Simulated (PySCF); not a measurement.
# Dipole response of Sc (scandium, neutral)

[Ar] 3d2 4s1, high-spin 4F determinant (an excited configuration). Calculation: PySCF 2.14, in aug-cc-pVQZ-DK (9s8p6d4f3g2h, 140 functions); the spin-free X2C one-electron Hamiltonian (Gaussian nucleus). Coupled (time-dependent) response in atomic units; α is the mean over directions.

```csv
method,mean α (bohr³),C₆ (like pair),S(−4)
TPSS,186.8,1892,100400
```

S(−4) is the Cauchy moment in α(ω) = α(0) + S(−4) ω² + …

α(iu) at TPSS:

```csv
u (hartree),α(iu) (bohr³)
0,186.8
0.0500,115.0
0.100,71.05
0.200,32.97
0.300,19.51
0.500,9.943
0.750,5.879
1.00,4.064
1.50,2.374
2.00,1.573
3.00,0.8352
5.00,0.3497
```
